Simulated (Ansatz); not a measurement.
BFO, SMILES O=BF (connectivity only; charge and spin as stated), charge -1, multiplicity 2.

Geometry: PBE0-D3(BJ)/def2-TZVPD. The multiplicity is an assumed one; other spin states were not compared.

Two levels are set side by side: PBE/def2-TZVPD (Ansatz, an electronic-structure program) and CAM-B3LYP/def2-TZVPD (Ansatz). Energy differences of separate SCF runs at the same geometry; the states with an electron removed or added have multiplicity 1. Differences are taken from unrounded values.

```json
[
 {"quantity": "vertical ionisation energy (eV)", "PBE": "1.10"}
]
```

Task: These are the PBE values. What does CAM-B3LYP give? (An estimate is asked for; the answer gives what the named calculation found.)

Result: 
```csv
quantity,CAM-B3LYP,PBE minus CAM-B3LYP
vertical ionisation energy (eV),1.26,-0.15
```
